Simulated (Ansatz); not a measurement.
`C[CH]([SiH3])[AlH][AlH2]` + `CB(N)F` → `C[B](F)[AlH2]` + `C[CH]([SiH3])[AlH][NH2]`  (redistribution)

Calculated with Ansatz (gas phase, PBE0-D4/def2-TZVP geometries, no zero-point term in ΔE). CCSD(T)/CBS is the MP2 limit (def2-TZVPP, def2-QZVPP) plus CCSD(T) − MP2 in def2-TZVPP, frozen cores. DFT in def2-TZVPP. B3LYP here is the variant with VWN-RPA as its local correlation; programs differ in this. Each species was taken in one conformer, which may not be the lowest.

```csv
level,ΔE (eV)
PBE,0.82
B3LYP,0.74
MP2/def2-TZVPP,0.74
HF/CBS(def2),0.81
```

What does CCSD(T)/CBS give? (Best estimate.)

The calculation gave: +0.75 eV. The listed levels differ from it by 0.07, -0.01, -0.01, 0.06 eV.

Largest T1 diagnostic among the species: 0.013.

From PBE to PBE0 (25 % exact exchange), in def2-TZVPP and without D4, ΔE moves by +0.05 eV. In def2-TZVPP, CCSD(T) changes the Hartree–Fock value by −0.05 eV (the triples alone add −0.01 eV) and MP2 by −0.09 eV.
